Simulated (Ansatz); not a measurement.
`[CH3][Sn]([O][Si](O)(O)O)([O][Si](O)(O)O)[O][Si](O)(O)O`, relaxed with RKS PBE0-D4/def2-TZVP in Ansatz 0.2.0 from a GFN2-xTB geometry. The force threshold is 0.005 eV/Å; the program also tests the step.

Charge 0, multiplicity 1. Sn: def2 effective core potential.

Start:

```xyz
29

C    -2.437   -1.045   -1.309
Sn   -1.040   -0.093   -0.006
O    -1.222    1.796    0.371
Si   -1.027    2.715   -0.954
O    -2.157    3.863   -1.030
O    -1.361    1.702   -2.187
O     0.424    3.398   -1.041
O     0.793   -0.127   -0.683
Si    2.180    0.288    0.026
O     2.042    0.357    1.655
O     3.371   -0.760   -0.294
O     2.623    1.732   -0.591
O    -0.845   -0.950    1.731
Si   -0.143   -2.405    1.672
O    -0.960   -3.515    2.510
O    -0.285   -2.879    0.121
O     1.387   -2.334    2.179
H    -1.865   -1.339   -2.189
H    -2.839   -1.910   -0.788
H    -3.209   -0.323   -1.561
H    -2.111    4.562   -0.386
H    -1.352    2.096   -3.056
H     1.206    2.845   -0.916
H     1.257    0.795    1.991
H     3.234   -1.673   -0.056
H     3.554    1.880   -0.733
H    -0.983   -3.420    3.456
H    -0.047   -3.783   -0.066
H     1.814   -1.470    2.132
```

How much energy does the relaxation release, and in how many steps? (Best estimate.)

Computed: 36.49 kJ/mol, in 42 steps, 4 of them rejected.

Which bonds change most? (Best estimate.)

Ansatz gave: C1–Sn2 from 2.134 to 2.097 Å; Sn2–O3 from 1.934 to 1.969 Å; Si14–O17 from 1.614 to 1.640 Å; Si14–O15 from 1.614 to 1.631 Å.

Give the relaxed structure. (Best estimate.)

Computed: 
```xyz
29

C    -2.522   -1.002   -1.756
Sn   -1.067   -0.355   -0.393
O    -1.068    1.490    0.298
Si   -0.972    2.757   -0.721
O    -1.972    3.972   -0.309
O    -1.479    2.087   -2.136
O     0.521    3.390   -0.801
O     0.793   -0.410   -1.004
Si    2.058    0.177   -0.193
O     1.592    0.662    1.318
O     3.284   -0.863    0.009
O     2.613    1.461   -1.059
O    -1.058   -1.357    1.277
Si   -0.092   -2.569    1.749
O    -0.725   -3.441    2.973
O     0.046   -3.574    0.467
O     1.367   -1.977    2.208
H    -2.091   -0.947   -2.754
H    -2.797   -2.025   -1.506
H    -3.381   -0.338   -1.687
H    -1.575    4.706    0.162
H    -1.408    2.614   -2.933
H     1.275    2.806   -0.982
H     0.794    1.207    1.347
H     3.091   -1.607    0.590
H     3.503    1.754   -0.853
H    -0.513   -3.145    3.859
H     0.352   -4.466    0.635
H     1.431   -1.007    2.194
```
